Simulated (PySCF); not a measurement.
Input of a run (PBE0-D3(BJ)/def2-SVP geometry optimisation, gas phase, def2 core potentials past Kr (PySCF 2.14.0)), started from GFN2-xTB:
```
{"job": {"xc": "PBE0", "basis": "def2-SVP", "d3": "d3bj", "grid": 1, "maxiter": 40, "shake": 0.03, "kind": "geom"}, "charge": 0, "multiplicity": 1}
Hf    -0.705470    -0.639560    -0.991040
F     -1.980210     0.813760    -0.907250
F     -1.373620    -1.928200     0.080100
F     -0.797350    -1.214080    -2.733390
O      0.946140    -0.010300    -0.586900
Si     0.998790     0.614500     0.946150
H      1.998210    -0.201600     1.724520
H     -0.349800     0.468810     1.500230
H      1.396050     2.027220     0.941910
```

Output (energies in Eh, forces in Eh/bohr):
```
step   0  E = -713.50200281  max force = 0.090732
step   1  E = -713.53013322  max force = 0.020326
step   2  E = -713.53383958  max force = 0.011171
step   3  E = -713.53555947  max force = 0.009701
step   4  E = -713.53688652  max force = 0.006632
step   5  E = -713.53991129  max force = 0.010176
step   6  E = -713.54137578  max force = 0.008761
step   7  E = -713.54273869  max force = 0.004032
step   8  E = -713.54331454  max force = 0.002805
step   9  E = -713.54372720  max force = 0.004328
step  10  E = -713.54392900  max force = 0.003049
step  11  E = -713.54410095  max force = 0.001576
step  12  E = -713.54427344  max force = 0.003341
step  13  E = -713.54435537  max force = 0.002441
step  14  E = -713.54442162  max force = 0.000861
step  15  E = -713.54445829  max force = 0.001725
step  16  E = -713.54453872  max force = 0.002168
step  17  E = -713.54460011  max force = 0.001136
step  18  E = -713.54464909  max force = 0.000434
step  19  E = -713.54466268  max force = 0.001185
step  20  E = -713.54467425  max force = 0.000943
step  21  E = -713.54466631  max force = 0.000338
step  22  E = -713.54467389  max force = 0.000324
optimisation converged
```

Question: Summarise the run.

Answer: The energy falls by 26.8 kcal/mol over 23 energy and gradient evaluations, the largest force component goes from 0.0907 to 3.2e-04 Eh/bohr, and the atoms move by 0.824 Å rms after alignment. The bond that changes most is Hf1–O5 (ends: hafnium bonded to 3 F and O; oxygen bonded to Hf and Si), which lengthens by 0.116 Å. Bonds longer at the end by more than 0.005 Å: 6 of 8; shorter: 2. Among the angles that change most is Hf1–O5–Si6, from 111.5° to 177.0°. The energy rose by more than 1e-6 Eh at step 21. The first step brought 66 % of the lowering.

Question: What are the final bond lengths?

Answer: Hf1–F2 1.911 Å, Hf1–F3 1.910 Å, Hf1–F4 1.910 Å, Hf1–O5 1.929 Å, O5–Si6 1.671 Å, Si6–H7 1.491 Å, Si6–H8 1.491 Å, Si6–H9 1.491 Å. Numbering counts from 1 in the input's order; the species is (F)3Hf-O-SiH3, F3H3HfOSi.

The run used 121 basis functions and 162 SCF cycles in all. The run took 3.2 min of wall time on one thread of an Arm Neoverse V1, shared host, and the process peaked at 0.47 GiB of memory.

Whether it is a minimum is left open (no frequencies).
